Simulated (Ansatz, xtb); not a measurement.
# Relaxing a trial structure of H2Si2Sn+

The starting geometry of this gas-phase doublet was built from a drawn formula by distance geometry and a force field; its bonds are those of `[Si]1=[Si+][SnH2]1`.

```csv
atom,x (Å),y (Å),z (Å)
Si,-1.7967,-0.5296,-2.0317
Si,-2.8470,1.0731,-1.3782
Sn,-2.5392,-0.2493,0.5600
H,-1.0659,-0.0758,1.4732
H,-3.6533,-1.5176,0.8613
```

Task: Predict what becomes of its bonds when it is optimised with r2SCAN-D4/def2-SVP.

Result: A bond breaks, giving a structure given below by its coordinates. Distances that change by over a tenth: Si1–Si2 (2.02 → 2.27 Å). Contacts that open: Si1–Sn3 (2.71 → 3.46 Å).

The energy falls by 0.94 eV over 8 steps:

| step | E − E(last) (eV) |
| --- | --- |
| 1 | 0.944 |
| 2 | 0.372 |
| 3 | 0.331 |
| 4 | 0.073 |
| 5 | 0.006 |
| 6 | 0.001 |
| 7 | 0.000 |
| 8 | 0.000 |

Final geometry (Å):

```xyz
5

Si   -1.6838   -0.4391   -2.7041
Si   -2.8092    1.0244   -1.3765
Sn   -2.5030   -0.3516    0.6563
H    -1.2152   -0.0767    1.7354
H    -3.6910   -1.4561    1.1737
```

From the same start GFN2-xTB reaches the same bonding as this run.

No frequencies were run, so the end isn't proven a minimum. Open shells are spin-unrestricted. Atoms past krypton carry core potentials, without spin–orbit terms. Run with Ansatz 0.2.0, 4.2 min on 1 thread of Intel(R) Xeon(R) Processor @ 2.50GHz (Skylake/Cascade Lake), with other jobs on the host.
